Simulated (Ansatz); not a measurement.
The cluster Be4Se5, relaxed as a singlet with RKS PBE0-D4/def2-SVP in Ansatz, starting from the GFN2-xTB geometry. Force threshold 0.02 eV/Å.

Another isomer (singlet) lies 0.99 eV lower at PBE0-D4/def2-TZVP; other spin states weren't run for this one.

Start:

```xyz
9

Be    0.573   -2.436   -0.378
Be   -1.163    0.329   -1.520
Be    1.523   -0.733    1.876
Be   -0.289    1.850    0.486
Se    1.749   -2.611    1.231
Se   -2.262    1.742   -0.344
Se    0.900    1.155    1.955
Se   -0.665   -1.613   -1.702
Se   -0.366    2.318   -1.604
```

```json
{"step": "1", "energy (eV)": "-328280.3163", "largest force component (eV/Å)": "1.829", "SCF passes": "17"}
{"step": "2", "energy (eV)": "-328281.1063", "largest force component (eV/Å)": "0.316", "SCF passes": "24"}
{"step": "3", "energy (eV)": "-328281.2627", "largest force component (eV/Å)": "0.317", "SCF passes": "21"}
{"step": "4", "energy (eV)": "-328281.2829", "largest force component (eV/Å)": "0.331", "SCF passes": "21"}
{"step": "5", "energy (eV)": "-328281.3327", "largest force component (eV/Å)": "0.131", "SCF passes": "25"}
{"step": "6", "energy (eV)": "-328281.3705", "largest force component (eV/Å)": "0.225", "SCF passes": "25"}
{"step": "7", "energy (eV)": "-328281.4119", "largest force component (eV/Å)": "0.386", "SCF passes": "21"}
{"step": "8", "energy (eV)": "-328281.4799", "largest force component (eV/Å)": "0.192", "SCF passes": "19"}
{"step": "9", "energy (eV)": "-328281.5246", "largest force component (eV/Å)": "0.102", "SCF passes": "19"}
{"step": "10", "energy (eV)": "-328281.5362", "largest force component (eV/Å)": "0.196", "SCF passes": "21"}
{"step": "11", "energy (eV)": "-328281.5500", "largest force component (eV/Å)": "0.056", "SCF passes": "20"}
{"step": "12 (rejected)", "energy (eV)": "-328281.5499", "largest force component (eV/Å)": "0.087", "SCF passes": "22"}
{"step": "13", "energy (eV)": "-328281.5505", "largest force component (eV/Å)": "0.010", "SCF passes": "22"}
```

Force components are those of the run's own axes.

End:

```tsv
atom	x (Å)	y (Å)	z (Å)
Be1	0.4409	-1.9097	-0.5139
Be2	-1.1406	0.0322	-1.2603
Be3	1.3052	-0.3813	1.5022
Be4	-0.2996	1.5193	0.7014
Se5	2.2872	-1.7133	0.3184
Se6	-1.8158	2.0577	-0.7816
Se7	0.1743	0.9004	2.5880
Se8	-1.4567	-1.9840	-1.2167
Se9	0.5050	1.4787	-1.3375
```

By distances, no bond broke or formed. The bond that changes most is Se6–Se9, from 2.35 to 2.46 Å (atoms count from 1). The end is the same structure that another start reached.

No frequencies were taken in this run, so the end may be a saddle point.

It took 41 s on 2 threads of AMD EPYC 7R13 on a shared host and a share (18 GiB) of an NVIDIA H100 80GB HBM3, peak host memory 1.1 GiB.
